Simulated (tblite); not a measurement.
C6H3F2O (doublet state).
Numbering: `[OH:1][c:2]1[cH:3][c:4]([F:5])[cH:6][c:7][c:8]1[F:9]` (hydrogens: H10 on O1; H11 on C3; H12 on C6)
Bond orders are those of one Lewis drawing.

Computed with GFN2-xTB (tblite), gas phase: L-BFGS steps from a force-field or distance-geometry start until the largest atomic force falls under 0.01 eV/Å.

Geometry at step 3:
```
atom  x, y, z in Å
O1      2.1839    0.8450   -0.3293
C2      0.9616    0.3174   -0.1201
C3     -0.1736    1.0073   -0.5244
C4     -1.4174    0.4456   -0.2996
F5     -2.5172    1.1152   -0.6857
C6     -1.5723   -0.7915    0.3223
C7     -0.4354   -1.4345    0.7058
C8      0.8122   -0.9332    0.5147
F9      1.9377   -1.5839    0.8982
H10     2.8527    0.2391    0.0185
H11    -0.0796    1.9695   -1.0100
H12    -2.5514   -1.1967    0.4834
```

**Question.** What forces act on the atoms?

**Answer.** 
| atom | Fx (eV/Å) | Fy (eV/Å) | Fz (eV/Å) |
| --- | --- | --- | --- |
| O1 | -0.015 | -0.056 | 0.027 |
| C2 | 0.090 | 0.027 | 0.018 |
| C3 | -0.080 | -0.023 | -0.007 |
| C4 | 0.012 | 0.046 | 0.000 |
| F5 | 0.027 | -0.035 | 0.006 |
| C6 | 0.090 | 0.032 | -0.003 |
| C7 | -0.056 | 0.130 | -0.063 |
| C8 | -0.013 | -0.025 | -0.026 |
| F9 | 0.016 | 0.096 | -0.038 |
| H10 | 0.104 | 0.023 | -0.012 |
| H11 | 0.009 | -0.151 | 0.079 |
| H12 | -0.184 | -0.063 | 0.019 |

The largest, 0.20 eV/Å, acts on H12; the rms over all components is 0.064 eV/Å. The forces sum to zero within rounding, as they must for an isolated molecule in no field.

**Question.** Give the force on H12 in Eh/bohr and in nN.

**Answer.** 0.195 eV/Å ÷ 51.422 = 0.00380 Eh/bohr, and 0.195 eV/Å × 1.602 = 0.31 nN.

**Question.** How far is this geometry from the end of the optimisation?

**Answer.** 0.005 eV above it, and 0.010 Å rms away after alignment. The bonds farthest from their final lengths, with half the difference of the two atoms' forces along the bond (positive lengthens):

| bond | now (Å) | final (Å) | force along bond (eV/Å) |
| --- | --- | --- | --- |
| C6–H12 | 1.072 | 1.077 | +0.14 |
| C3–H11 | 1.082 | 1.077 | -0.07 |
| C2–C8 | 1.410 | 1.408 | +0.02 |

The angle farthest from its final value is C2–O1–H10, 109.0° against 110.1°.

The cost below is that of the whole relaxation. Hardware: Arm Neoverse V2, one thread, no GPU, shared host. Cost: under 0.1 s wall.
